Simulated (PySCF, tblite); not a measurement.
Calculations on `CC[CH]c1sccc1F` [radical], in the order of a workflow; each names the level of the geometry that it ran on. Settings lines and outputs come from a driver script.

C7H8FS (doublet state).
Bonds: C1–C2, C2–C3, C3–C4, C4–S5 (aromatic), S5–C6 (aromatic), C6–C7 (aromatic), C7–C8 (aromatic), C8–F9, C4–C8 (aromatic). Hydrogens: H10, H11, H12 on C1; H13, H14 on C2; H15 on C3; H16 on C6; H17 on C7.

Step 1: GFN2-xTB geometry optimisation, gas phase (tblite 0.8.0) (from a force-field or distance-geometry start)
```json
{"job": {"kind": "relax", "xc": "GFN2-xTB", "basis": "xTB"}, "charge": 0, "multiplicity": 2}
```
```
step      E/eV     max force
  0    -732.59866    4.601
  1    -732.86498    1.811
  2    -732.95778    0.912
...
 96    -734.30627    0.016
 97    -734.30633    0.014
 98    -734.30636    0.012
 99    -734.30639    0.011
100    -734.30641    0.009
```

Energy lowered by 39.4 kcal/mol over 100 steps; largest atomic force 0.009 eV/Å at the end. «max force» is the largest atomic force in eV/Å.

Time: 0.61 s. Hardware: Arm Neoverse V2, one thread (shared host).

Step 2: GFN2-xTB harmonic vibrations, gas phase (tblite 0.8.0) (on the GFN2-xTB geometry)
```json
{"job": {"kind": "ir", "xc": "GFN2-xTB", "basis": "xTB"}, "charge": 0, "multiplicity": 2}
```
```
(table of modes left out)
```

45 modes from -24 to 3180 cm⁻¹ (unscaled, harmonic, a negative number standing for an imaginary wavenumber); zero-point energy 79.9 kcal/mol from the real modes; the lowest is imaginary at this level.

On one thread, Arm Neoverse V2 (aarch64), shared host, this took 0.52 s.

Step 3: UKS B3LYP, pcH-1 on C F H S, non-relativistic, mean-field spin-orbit, GIAO (PySCF 2.14.0) (on the GFN2-xTB geometry)
```json
{"job": {"kind": "epr", "basis": "pcH-1"}, "charge": 0, "multiplicity": 2}
```
```
...
E = -769.56839381 Eh   <S^2> = 0.7792 (exact 0.7500)
g shifts (ppm)      1          2          3
  rmc          -174       -174       -174
  gc              1         37         41
  oz_so         -11        558       3166
  total        -185        420       3033
hyperfine (MHz)  atom isotope    a_iso     a_fc   dipolar eigenvalues
    0   13C      11.19      11.19     -1.15     -1.02      2.17
    1   13C     -19.78     -19.78     -1.18      0.53      0.65
    2   13C      53.16      53.25    -50.02    -48.66     98.67
    3   13C     -43.55     -43.51    -24.45      9.31     15.14
    4   33S       2.38       2.49     -8.55     -5.09     13.64
    5   13C      32.55      32.41    -29.57    -28.26     57.83
    6   13C     -27.88     -27.89    -17.74      8.08      9.65
    7   13C      40.19      40.20    -31.93    -30.91     62.84
    8   19F      57.13      56.73    -99.82    -78.38    178.20
    9    1H      -1.35      -1.35     -2.45     -1.63      4.08
   10    1H      -0.86      -0.86     -1.86     -1.75      3.62
   11    1H       0.67       0.66     -1.23     -1.10      2.33
   12    1H      82.85      82.85     -3.08     -2.32      5.40
   13    1H      27.09      27.08     -3.43     -1.16      4.60
   14    1H     -39.61     -39.60    -23.07     -0.46     23.53
...
```

⟨S²⟩ 0.779; g_iso 2.0034. rmc, gc and oz_so are the mass-correction, gauge-correction and orbital-Zeeman/spin–orbit parts of the g shift along its three principal axes; a_iso is the isotropic hyperfine coupling and a_fc its Fermi-contact part. The log counts atoms from 0, this text from 1.

On Arm Neoverse V2, one thread, no GPU, shared host with 96 logical CPUs at a one-minute load of 35, this took 2.2 min of wall time (with the writing of density and orbital grids) and 1.2 GiB of memory at its peak.

Geometry of the electronic-property runs (GFN2-xTB):
```
atom  x, y, z in Å
C1    -2.9569   -0.0280   -0.1017
C2    -1.5792    0.5910    0.1113
C3    -0.4974   -0.2800   -0.4235
C4     0.7920   -0.2994    0.0222
S5     1.9896   -1.3916   -0.6837
C6     3.2287   -0.8222    0.3686
C7     2.7834    0.1504    1.2240
C8     1.4397    0.4440    1.0360
F9     0.7994    1.3827    1.7595
H10   -3.0276   -0.9810    0.4175
H11   -3.1419   -0.1975   -1.1601
H12   -3.7313    0.6317    0.2815
H13   -1.5392    1.5609   -0.4006
H14   -1.4211    0.7883    1.1726
H15   -0.7571   -0.9378   -1.2392
H16    4.2129   -1.2362    0.2967
H17    3.3991    0.6369    1.9586
```

 GFN2-xTB frequencies show an imaginary mode (24i cm⁻¹), so this geometry is no minimum at that level. (This holds for the electronic-property runs.)

One conformer stands for the species.
